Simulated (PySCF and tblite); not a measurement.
Values are calculated unless marked as measured or tabulated.
**Barrier and rate of a ring inversion**

System: C6H8FN, numbered as in [N:1]#[C:2][C@@H:3]1[CH2:4][CH2:5][C@@H:6]([F:7])[CH2:8]1.

Motion: inversion of the 5-membered ring (3–4–5–6–8). Level: PBE0/pcSseg-1 + D3(BJ) on GFN2-xTB stationary points, with GFN2-xTB thermal terms. Rates follow Eyring's equation with the number of equivalent paths and no tunnelling. Programs: tblite and PySCF.

| point | symmetry | E(GFN2) kcal/mol | E(DFT) kcal/mol | ZPE change kcal/mol | lowest mode cm⁻¹ | dipole D |
| --- | --- | --- | --- | --- | --- | --- |
| start (between envelope and twist) | C1 | 0.0 | 0.0 | 0.00 | 35 | 2.31 |
| saddle (between envelope and twist) | C1 | 1.2 | 2.1 | -0.01 | 22i | 3.33 |
| end (envelope) | C1 | 0.3 | 0.3 | 0.01 | 43 | 3.40 |

| Property | Result |
| --- | --- |
| Electronic barrier | 2.1 kcal/mol |
| Barrier with zero-point energy | 2.1 kcal/mol |
| ΔH‡ (298 K) | 1.6 kcal/mol |
| ΔS‡ (298 K, symmetry apart) | -3.4 cal/(mol K) |
| Paths | 1 equivalent path |
| End point | a different minimum |
| Mean lifetime of the start against this motion at 298 K | 12 ps |
| Cost | 40 s on 1 thread of AMD EPYC 9R45 96-Core (shared host) (rough), peak memory 0.82 GiB, launched as `OMP_NUM_THREADS=1 python ens_run.py task.json out` |

```csv
T/K,ΔG‡ kcal/mol,k s⁻¹,ΔG kcal/mol,k back s⁻¹
150,2.2,1.7×10⁹,0.3,4.8×10⁹
200,2.3,1.2×10¹⁰,0.3,2.4×10¹⁰
250,2.5,3.7×10¹⁰,0.3,6.6×10¹⁰
298,2.6,8.1×10¹⁰,0.3,1.3×10¹¹
350,2.7,1.5×10¹¹,0.3,2.2×10¹¹
400,2.8,2.3×10¹¹,0.2,3.2×10¹¹
500,3.1,4.4×10¹¹,0.2,5.5×10¹¹
```

ΔG and ΔG‡ leave out symmetry numbers and mirror images; rates count paths: 1 out, 1 back.
